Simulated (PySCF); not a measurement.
Compound: [Ti(CH3)3Cl], C3H9ClTi (singlet state).
Structure used (PBE0-D3(BJ)/def2-SVP), in Å, numbered top down from 1:
```
atom  x, y, z in Å
C1    -0.9739    1.5765   -0.4057
Ti2    0.0720    0.1256    0.5779
C3     1.8539   -0.0577   -0.3971
C4    -0.9420   -1.6195    0.2872
Cl5    0.3336    0.5547    2.7193
H6    -1.1071    1.2505   -1.4528
H7    -1.9635    1.7180    0.0611
H8    -0.4212    2.5310   -0.3880
H9     2.5235   -0.7477    0.1434
H10    1.6556   -0.4536   -1.4090
H11    2.3369    0.9310   -0.4798
H12   -1.1657   -1.7354   -0.7875
H13   -1.8841   -1.6087    0.8612
H14   -0.3193   -2.4656    0.6256
```

Level of theory: delta-SCF UKS SCAN, pcX-2 on the ionised atom, pcseg-1 elsewhere, spin-free X2C in PySCF. Each 1s hole has a ground state of its own, since the core basis sits on the ionised atom alone.

```csv
ionised atom,basis functions,E(ground) (Eh),E(ionised) (Eh)
C1,167,-1434.41270,-1423.77216
Cl5,178,-1434.58023,-1330.66390
```

What are the 1s binding energies?

E(ionised) − E(ground), at 27.2114 eV a hartree:

| atom | environment | difference (Eh) | binding energy (eV) |
| --- | --- | --- | --- |
| C1 | methyl carbon | 10.64054 | 289.54 |
| Cl5 | chlorine bonded to Ti | 103.91633 | 2827.71 |

How much do the ground-state energies differ, and what would follow from using one of them for all holes?

They run from -1434.5802 Eh (core basis on Cl5) to -1434.4127 Eh (on C1), 0.1675 Eh or 4.56 eV apart, for one and the same state in different bases and grids. Pairing the ion of C1 with the ground state of Cl5 would put its binding energy 4.56 eV too high.

Only 1s holes are shown. One atom of each set of topologically equivalent atoms was ionised and stands for the set; in this conformer not all members are related by symmetry, and their own values weren't computed. Isolated species at its PBE0-D3(BJ)/def2-SVP geometry, gas phase.

The run took 30 s on Intel Xeon Platinum 8259CL at 2.50 GHz, one thread (shared host), and the process peaked at 0.58 GiB of memory.
